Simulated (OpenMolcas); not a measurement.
## Multiconfigurational calculation on Eu3+

Eu3+ with 8 ligands (fluoride) in square antiprismatic coordination (D4d) at 2.38 Å, a polar angle of 55.6° against the regular 57.3°. A charge of +0.625 e stands 2.8 Å behind each ligand. Ligand basis ANO-RCC-VDZP.

Input:

```
&GATEWAY
Coord
9

Eu 0.0 0.0 0.0
F 1.813875 0.751332 1.345273
F -0.751332 1.813875 1.345273
F -1.813875 -0.751332 1.345273
F 0.751332 -1.813875 1.345273
F 1.813875 -0.751332 -1.345273
F 0.751332 1.813875 -1.345273
F -1.813875 0.751332 -1.345273
F -0.751332 -1.813875 -1.345273
Basis=Eu.ANO-RCC-VDZP,F.ANO-RCC-VDZP
Group=NoSym
NoMove
AngMom=0.0 0.0 0.0
AMFI
RICD
XField
8 Angstrom 0
3.947845 1.635252 2.927947 0.625000
-1.635252 3.947845 2.927947 0.625000
-3.947845 -1.635252 2.927947 0.625000
1.635252 -3.947845 2.927947 0.625000
3.947845 -1.635252 -2.927947 0.625000
1.635252 3.947845 -2.927947 0.625000
-3.947845 1.635252 -2.927947 0.625000
-1.635252 -3.947845 -2.927947 0.625000
&SEWARD
&RASSCF
FileOrb=start.orb
Symmetry=1
Spin=7
nActEl=6 0 0
Inactive=67
Ras2=7
CIRoot=7 7 1
SDav=7
CIMx=300
Iter=150 100
PrWF=0.3
OrbListing=Nothing
MaxOrb=0
LevShft=1.0
>>> COPY $Project.JobIph JOB001
&RASSCF
FileOrb=start.orb
Symmetry=1
Spin=5
nActEl=6 0 0
Inactive=67
Ras2=7
CIRoot=140 140 1
SDav=140
CIMx=300
Iter=150 100
PrWF=0.3
OrbListing=Nothing
MaxOrb=0
CIOnly
LevShft=1.0
>>> COPY $Project.JobIph JOB002
&RASSCF
FileOrb=start.orb
Symmetry=1
Spin=3
nActEl=6 0 0
Inactive=67
Ras2=7
CIRoot=162 162 1
SDav=588
CIMx=300
Iter=150 100
PrWF=0.3
OrbListing=Nothing
MaxOrb=0
CIOnly
LevShft=1.0
>>> COPY $Project.JobIph JOB003
&RASSI
NrOfJobIphs=3 7 77 3
1 2 3 4 5 6 7
1 2 3 4 5 6 7 8 9 10 11 12 13 14 15 16 17 18 19 20 21 22 23 24 25 26 27
28 29 30 31 32 33 34 35 36 37 38 39 40 41 42 43 44 45 46 47 48 49 50 51
52 53 54 55 56 57 58 59 60 61 62 63 64 65 66 67 68 69 70 71 72 73 74 75
76 77
1 2 3
IphNames
JOB001
JOB002
JOB003
EJob
SpinOrbit
DIPRint=1.0
SOCoupling=1000.0
Subsets=2
Property=9
'ANGMOM' 1 'ANGMOM' 2 'ANGMOM' 3 'MLTPL  1' 1 'MLTPL  1' 2 'MLTPL  1' 3
'AMFI' 1 'AMFI' 2 'AMFI' 3
SOProperty=3
'ANGMOM' 1 'ANGMOM' 2 'ANGMOM' 3
```

Launched by
```bash
OMP_NUM_THREADS=1 MOLCAS_MEM=2457 MOLCAS_PROJECT=a pymolcas a.inp > a.log  # once for each step of the input, in one work folder
```

A driver script runs the steps one by one and writes start.orb anew before each from the orbitals found so far, so a CI-only block uses the converged orbitals of the first block.

Output, cut to the results:

```
--- SEWARD ---
Basis set label: EU.ANO-RCC...7S6P4D2F1G.

      Electronic valence basis set:
      ------------------
      Associated Effective Charge  63.000000 au
      Associated Actual Charge     63.000000 au
      Nuclear Model: Point charge

      Shell  nPrim  nBasis  Cartesian Spherical Contaminant
         s      25       7        X
         p      22       6        X
         d      15       4                 X
         f      11       2                 X
         g       4       1                 X
                  Relativistic Douglas-Kroll-Hess integrals:
                    - DKH order of Hamiltonian: 2
                    - DKH order of Properties : 0
                  Atomic mean-field integrals
--- RASSCF ---
Wave function specifications:
      -----------------------------

      Number of closed shell electrons         134
      Number of electrons in active shells       6
      Max number of holes in RAS1 space          0
      Max nr of electrons in RAS3 space          0
      Number of inactive orbitals               67
      Number of active orbitals                  7
      Number of secondary orbitals             106
      Spin quantum number                      3.0
      State symmetry                             1
Orbital specifications:
      -----------------------

      Symmetry species                           1
                                                 a
      Frozen orbitals                            0
      Inactive orbitals                         67
      Active orbitals                            7
      RAS1 orbitals                              0
      RAS2 orbitals                              7
      RAS3 orbitals                              0
      Secondary orbitals                       106
      Deleted orbitals                           0
      Number of basis functions                180
      Number of CSFs                             7
      Number of root(s) required                 7
      Iter CI   SX   CI       RASSCF       Energy    max ROT     max BLB   max BLB  Level Ln srch  Step   QN
          iter iter root      energy       change     param      element    value   shift minimum  type update
 Nr of preliminary CI iterations:   1
      Total energies have been shifted. Add               -11000.00 au
        1   1    9    0  -632.04587049    0.00E+00  -5.43E-02   46 138 1 -3.56E-01*  1.03   0.00    SX    NO
        2   1   11    0  -633.10461285   -1.06E+00* -2.21E-02   30 110 1 -9.84E-02*  0.75   0.00    SX    NO
        3   1   10    0  -633.21464261   -1.10E-01* -5.58E-03   64 172 1  4.98E-02*  0.75   0.00    SX    NO
        4   1    9    0  -633.22809156   -1.34E-02* -3.04E-03   29 109 1  1.33E-02*  0.78   0.00    SX    NO
        5   1    9    0  -633.23158676   -3.50E-03* -3.24E-03   29 109 1  5.97E-03*  0.78   2.13    LS   YES
        6   1    9    0  -633.23295333   -1.37E-03* -2.43E-03   21 102 1  9.51E-03*  0.78   1.06    QN   YES
        7   1    8    0  -633.23333474   -3.81E-04*  8.26E-04   26  98 1 -3.99E-03*  0.79   1.02    QN   YES
        8   1    8    0  -633.23343084   -9.61E-05*  4.50E-04   29 109 1 -1.31E-03*  0.79   1.55    LS   YES
        9   1    8    0  -633.23344508   -1.42E-05* -1.65E-04   25 106 1 -8.96E-04*  0.79   1.03    QN   YES
       10   1    7    0  -633.23345484   -9.76E-06*  1.23E-04   64 172 1  3.99E-04*  0.79   1.43    QN   YES
       11   1    6    0  -633.23345767   -2.84E-06*  4.69E-05   29 109 1  1.95E-04*  0.79   1.24    QN   YES
       12   1    6    0  -633.23345792   -2.50E-07*  1.69E-05   27 108 1  5.38E-05   0.79   1.28    QN   YES
       13   1    5    0  -633.23345794   -2.03E-08*  4.92E-06   26 107 1  1.70E-05   0.79   1.48    QN   YES
       14   1    4    0  -633.23345794    2.45E-09  -1.57E-06   29 109 1 -4.64E-06   0.79   0.15    QN   YES
      Convergence after 14 iterations
       15   1    4    0  -633.23345794   -2.29E-09  -1.57E-06   29 109 1 -1.72E-06   0.79   0.15    QN   YES
      Natural orbitals and occupation numbers for root  1
      sym 1:   1.000000   0.000000   1.000000   1.000000   1.000000   1.000000   1.000000
      Natural orbitals and occupation numbers for root  2
      sym 1:   1.000000   1.000000   1.000000   1.000000   1.000000   0.000000   1.000000
      Natural orbitals and occupation numbers for root  3
      sym 1:   0.000000   1.000000   1.000000   1.000000   1.000000   1.000000   1.000000
::    RASSCF root number  1 Total energy: -11633.23438141
...
--- RASSI ---
SPIN-FREE ENERGIES:
  (Shifted by EMIN (a.u.) =     -11633.2343814120)

 SF State       Relative EMIN(au)   Rel lowest level(eV)    D:o, cm**(-1)

     1             0.0000000000        0.0000000000              0.0000
     2             0.0000000024        0.0000000664              0.0005
     3             0.0009255213        0.0251847164            203.1284
     4             0.0009255213        0.0251847164            203.1284
     5             0.0012481893        0.0339649625            273.9459
     6             0.0016825262        0.0457838716            369.2718
     7             0.0016825262        0.0457838716            369.2718
     8             0.1110437980        3.0216556774          24371.2966
     9             0.1111180577        3.0236763860          24387.5947
    10             0.1111180577        3.0236763860          24387.5947
    11             0.1113860913        3.0309699532          24446.4213
    12             0.1113860913        3.0309699532          24446.4213
    13             0.1260665430        3.4304453939          27668.4080
    14             0.1260665786        3.4304463637          27668.4159
    15             0.1265653141        3.4440176461          27777.8756
    16             0.1266167555        3.4454174386          27789.1657
    17             0.1266167555        3.4454174386          27789.1657
    18             0.1267503599        3.4490530007          27818.4885
    19             0.1267503615        3.4490530423          27818.4889
    20             0.1269527761        3.4545610261          27862.9137
    21             0.1269527761        3.4545610261          27862.9137
    22             0.1272666101        3.4631008837          27931.7923
    23             0.1272770526        3.4633850393          27934.0842
    24             0.1276674440        3.4740081301          28019.7652
    25             0.1276674440        3.4740081301          28019.7652
...
```

Spin-orbit levels above the lowest:

| E (cm-1) | Degeneracy | 2S+1 | J | |mJ| (%) | g |
| --- | --- | --- | --- | --- | --- |
| 0.0 | 1 | 7 | 0.05 | 0 (100) |  |
| 328.2 | 1 | 7 | 1.01 | 0 (100) |  |
| 391.4 | 2 | 7 | 1.03 | 1 (100) | 0.00 0.00 2.80 |
| 975.4 | 2 | 7 | 2.02 | 1 (100) | 0.00 0.00 3.61 |
| 1073 | 2 | 7 | 2.02 | 2 (100) | 0.00 0.00 5.50 |
| 1101 | 1 | 7 | 2.00 | 0 (100) |  |
| 1904 | 2 | 7 | 3.00 | 1 (100) | 0.00 0.00 2.88 |
| 1906 | 1 | 7 | 3.01 | 0 (100) |  |
| 1916 | 2 | 7 | 3.02 | 3 (100) | 0.00 0.00 8.68 |
| 1966 | 2 | 7 | 3.00 | 2 (100) | 0.00 0.00 6.31 |
| 2843 | 1 | 7 | 4.00 | 0 (100) |  |
| 2892 | 2 | 7 | 4.01 | 4 (100) | 0.00 0.00 11.84 |
| 2925 | 2 | 7 | 4.01 | 1 (100) | 0.00 0.00 2.34 |
| 2981 | 2 | 7 | 4.00 | 3 (100) | 0.00 0.00 9.35 |
| 3043 | 2 | 7 | 4.01 | 2 (100) | 0.00 0.00 5.86 |
| 3968 | 2 | 7 | 5.01 | 5 (100) | 0.00 0.00 15.12 |
| 4062 | 2 | 7 | 5.00 | 2 (100) | 0.00 0.00 6.07 |
| 4085 | 2 | 7 | 5.01 | 3 (100) | 0.00 0.00 8.64 |
| 4093 | 2 | 7 | 5.00 | 1 (100) | 0.00 0.00 3.24 |
| 4111 | 1 | 7 | 5.00 | 0 (100) |  |

High states are left out of the spin-orbit mixing, which shifts the levels that they would mix with. Without dynamic correlation the ligand-field splitting of an f shell can come out too small, at times by half. The first state left out of the spin-orbit step lies near 46000 cm-1 above the lowest spin-free state of the reference (among the parities and spins computed), and the lists stop at four fifths of that energy or lower. No measured value stands beside these numbers; the geometry is a model, was not optimised and need not be the one that this ion takes.

The RASSCF and RASSI steps took 2.8 min on 1 thread of Arm Neoverse V2, with other jobs on the host; the integral step is not counted.

With an even number of electrons the g values are those of a degenerate or nearly degenerate non-Kramers pair.
